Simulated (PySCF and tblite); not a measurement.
Results of a calculation; reference values are marked as such.
C2H10GeSSi, numbered as in [SiH3:1][CH2:2][S:3][CH2:4][GeH3:5].

Free energies: PBE0-D3(BJ)/def2-TZVP (IEF-PCM, cyclohexane) on GFN2-xTB structures plus GFN2-xTB thermal terms, symmetry and mirror images included. Conformers within 3 kcal/mol (GFN2-xTB free energy) were kept, 7 at most. Run with PySCF (density fitting) and tblite.

Rotational constants are equilibrium values for the commonest isotopes; dipoles come from the energy level named and are polarised by its solvent model.

Torsions listed: Si1–C2–S3–C4, C2–S3–C4–Ge5. Of a mirror pair one member is shown.

```json
{"conformer": "1", "shape": "-175°, 78°", "symmetry": "C1 (pair)", "weight %": "39.2"}
{"conformer": "2", "shape": "-80°, 176°", "symmetry": "C1 (pair)", "weight %": "33.8"}
{"conformer": "3", "shape": "180°, 180°", "symmetry": "Cs", "weight %": "22.3"}
{"conformer": "4", "shape": "64°, 56°", "symmetry": "C1 (pair)", "weight %": "4.7"}
```

Sets of constants, in random order:

```csv
set,A (MHz),B (MHz),C (MHz),abs μa (D),abs μb (D),abs μc (D)
P,5186,636,598,0.59,0.59,1.54
Q,2807,971,811,0.21,1.00,0.10
R,4532,676,623,0.47,0.41,1.56
S,11199,518,504,0.15,2.12,0.00
```

(1) Match each set to its conformer.

Results:

(1) P is conformer 2, Q is conformer 4, R is conformer 1, S is conformer 3.
